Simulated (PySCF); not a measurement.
**Electron correlation in Ru (ruthenium, neutral)**

[Kr] 4d6 5s2, high-spin 5D determinant (an excited configuration). Computed with PySCF 2.14 in aug-cc-pVDZ-PP with ECP28MDF (5s5p4d2f, 54 functions), with a scalar-relativistic core potential. Frozen: 4s2 4p6; 8 electrons correlated.

```
  level  correlation energy (mhartree)
   CCSD                        -158.18
    (T)                          -5.26
CCSD(T)                        -163.44
```

Diagnostics: T1 = 0.024, D1 = 0.0826, largest double amplitude 0.055.

Cost of the coupled-cluster step: about 10 core-seconds, for 8 correlated electrons.

Iterations:

```
CC2 = 0
CCSD nocc = (np.int64(6), np.int64(2)), nmo = (50, 50)
frozen orbitals [[0, 1, 2, 3], [0, 1, 2, 3]]
max_cycle = 100
direct = 0
conv_tol = 1e-08
conv_tol_normt = 1e-06
diis_space = 8
diis_start_cycle = 0
Init t2, MP2 energy = -0.147440218293594
Init E_corr(UCCSD) = -0.147440218293949
cycle = 1  E_corr(UCCSD) = -0.153102211083848  dE = -0.00566199279  norm(t1,t2) = 0.0680142
cycle = 2  E_corr(UCCSD) = -0.156223754562351  dE = -0.00312154348  norm(t1,t2) = 0.0265516
cycle = 3  E_corr(UCCSD) = -0.158160304533807  dE = -0.00193654997  norm(t1,t2) = 0.0129637
cycle = 4  E_corr(UCCSD) = -0.158187591425428  dE = -2.72868916e-05  norm(t1,t2) = 0.00296183
cycle = 5  E_corr(UCCSD) = -0.158200147545943  dE = -1.25561205e-05  norm(t1,t2) = 0.00270308
cycle = 6  E_corr(UCCSD) = -0.158189584216366  dE = 1.05633296e-05  norm(t1,t2) = 0.0027283
cycle = 7  E_corr(UCCSD) = -0.158184248826617  dE = 5.33538975e-06  norm(t1,t2) = 0.00261997
cycle = 8  E_corr(UCCSD) = -0.158189059990604  dE = -4.81116399e-06  norm(t1,t2) = 0.00191895
cycle = 9  E_corr(UCCSD) = -0.158177371263301  dE = 1.16887273e-05  norm(t1,t2) = 0.000947766
cycle = 10  E_corr(UCCSD) = -0.158176570316276  dE = 8.00947025e-07  norm(t1,t2) = 0.000400425
cycle = 11  E_corr(UCCSD) = -0.158177356575913  dE = -7.86259637e-07  norm(t1,t2) = 0.00017983
cycle = 12  E_corr(UCCSD) = -0.158175685887006  dE = 1.67068891e-06  norm(t1,t2) = 8.32123e-05
cycle = 13  E_corr(UCCSD) = -0.158174888196697  dE = 7.97690309e-07  norm(t1,t2) = 2.22704e-05
cycle = 14  E_corr(UCCSD) = -0.158174877309656  dE = 1.0887041e-08  norm(t1,t2) = 8.8372e-06
cycle = 15  E_corr(UCCSD) = -0.158175020318241  dE = -1.43008584e-07  norm(t1,t2) = 3.96277e-06
cycle = 16  E_corr(UCCSD) = -0.158175105970337  dE = -8.56520962e-08  norm(t1,t2) = 1.45295e-06
cycle = 17  E_corr(UCCSD) = -0.158175125896376  dE = -1.99260395e-08  norm(t1,t2) = 7.27855e-07
cycle = 18  E_corr(UCCSD) = -0.158175127766325  dE = -1.86994853e-09  norm(t1,t2) = 4.30968e-07
UCCSD converged
E(UCCSD) = -93.94598368631313  E_corr = -0.158175127766325
UCCSD(T) correction = -0.00525727633800278
```
